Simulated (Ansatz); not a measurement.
Ansatz (a first-principles code) input (PBE/def2-TZVPD):

Ansatz 0.2 input:
```yaml
crystal:
  periodic: [false, false, false]
  atoms:
    - {symbol: Ge, position_ang: [-1.14077698, 0.11012720, 0.03387578]}
    - {symbol: Br, position_ang: [1.17925290, -0.11384155, -0.03501834]}
    - {symbol: H, position_ang: [-1.45320508, 1.60629332, -0.08057344]}
    - {symbol: H, position_ang: [-1.70569348, -0.67956296, -1.15207607]}
    - {symbol: H, position_ang: [-1.61008955, -0.46634648, 1.37426632]}
basis:
  gaussian:
    orbitals: def2-TZVPD
hamiltonian:
  xc: {name: PBE}
magnetization: {spin_polarized: true, initial_magnetization: 2}
```

Output:

```
Functional definition: PBE
integrals: 0.06 GiB planned
946 factors; their error is unknown
0.23 GiB of the device are held for the grids
0.69 GiB of device memory are held for the factors and their scratch space
mean field: 0.62 GiB planned
mean field evaluation 1: about -126587.7426 eV, gradient 2.0e1 eV
mean field evaluation 2: about -126580.2409 eV, gradient 3.4e1 eV
mean field evaluation 4: about -126589.6265 eV, gradient 2.6e0 eV
mean field evaluation 8: about -126589.6778 eV, gradient 8.6e-1 eV
mean field evaluation 16: about -126589.6831 eV, gradient 2.7e-1 eV
mean field evaluation 32: about -126589.6763 eV, gradient 7.6e-5 eV
mean field evaluation 64: about -126588.6064 eV, gradient 3.0e0 eV
mean field evaluation 96: about -126587.6720 eV, gradient 8.0e0 eV
mean field evaluation 128: about -126587.6100 eV, gradient 1.6e1 eV
mean field evaluation 160: about -126589.6762 eV, gradient 6.2e-3 eV
mean field -126589.67626656 eV, -4652.0847972318 hartree, gradient 5.5e-6 eV, S^2 2.002345; 7 other end points of the search recorded, 0 dependent functions left out
reference -126589.67633385 eV, -4652.0847997044 hartree; 36, 34 occupied and 102, 104 virtual orbitals, 946 factors
Total energy: -126589.67633385 eV, -4652.0847997044 hartree
```

This state (charge 0, triplet) is run at the relaxed geometry of the species with charge 0 and multiplicity 1, and is a spin state other than that species' own.
